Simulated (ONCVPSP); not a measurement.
# Br (Z = 35): variants of one ONCV potential

Base potential:

| Item | Value |
| --- | --- |
| Element | Br (Z = 35) |
| Generator | ONCVPSP 4.0.1 |
| Type | optimised norm-conserving Vanderbilt (ONCV) |
| Functional | LDA (Perdew-Zunger) |
| Relativity | scalar-relativistic |
| Frozen core | [Ne] |
| Valence charge | 25 |
| Reference configuration | 3s2 3p6 3d10 4s2 4p4 (charge +1) |
| Partial waves | 3s+4s: rc 0.90 bohr, ncon 4, nbas 9, qcut 16.5 1/bohr, 2 projectors; 3p+4p: rc 1.00 bohr, ncon 4, nbas 8, qcut 15.1 1/bohr, 2 projectors; 3d: rc 0.55 bohr, ncon 4, nbas 8, qcut 18.6 1/bohr, local |
| Local potential | the d channel |
| Core correction | Teter function, fcfact 2.25, rcfact 1.3 |

All-electron outer shells of the reference configuration (LDA (Perdew-Zunger), scalar-relativistic, ld1.x):

```
shell  level (eV)  outermost node (bohr)  outermost maximum (bohr)
   2s    -1741.84                   0.06                      0.16
   2p    -1539.16                      –                      0.13
   3s     -248.42                   0.23                      0.48
   3p     -184.43                   0.21                      0.48
   3d      -78.20                      –                      0.43
   4s      -30.59                   0.67                      1.39
   4p      -17.64                   0.70                      1.62
```

Cutoffs, loose and tight: the cutoffs (Ha) at which the residual kinetic energy of the hardest occupied pseudo-wave falls to 1 and 0.1 mHa per electron. They do not see the model core or the augmentation charge, which bear on the density cutoff. Test errors are all-electron minus pseudo excitation energies from the reference, over the configurations 3s2 3p6 3d10 4s2 4p5; 3s2 3p6 3d10 4s2 4p3; 3s2 3p6 3d10 4s2 4p2; 3s2 3p6 3d9 4s2 4p5. A dash means not determined; rows that change the core or the reference have their own tests.

| change | outcome | cutoff, loose | cutoff, tight | bound ghosts | GHOST(+) flags above zero | largest test error (meV) |
| --- | --- | --- | --- | --- | --- | --- |
| base | generated | 733 Ha | 851 Ha | none | s | +8.2 |
| all radii but the core radius scaled by about 0.78 (s 0.70, p 0.78, d 0.42 bohr) | generated | 1366 Ha | 1793 Ha | none | none | +28 |
| all radii but the core radius scaled by about 0.91 (s 0.82, p 0.92, d 0.50 bohr) | generated | 926 Ha | 1201 Ha | none | s | +10 |
| all radii but the core radius scaled by about 1.12 (s 1.00, p 1.12, d 0.62 bohr) | generated | 487 Ha | 628 Ha | none | none | +11 |
| all radii but the core radius scaled by about 1.18 (s 1.06, p 1.18, d 0.66 bohr) | generated | 237 Ha | 536 Ha | none | s | +14 |
| all radii but the core radius scaled by about 1.31 (s 1.18, p 1.30, d 0.72 bohr) | generated | 164 Ha | 353 Ha | none | s | +22 |

Reading the sweep of the scale of all radii but the core radius (base = 1) (base included, trends over the rows without a ghost): The loose cutoff falls from 1366 Ha at 0.78 to 164 Ha at 1.31. A larger radius leaves more room for a smooth pseudo-wave, so fewer plane waves are needed; a smaller one forces it to follow the all-electron wave where it bends sharply. The median size of the test errors (rows with all tests solved) rises from 3.0 meV at 0.78 to 6.4 meV at 1.31. More of the atom is replaced by a form fitted at one configuration, so other configurations suffer as the radius grows.
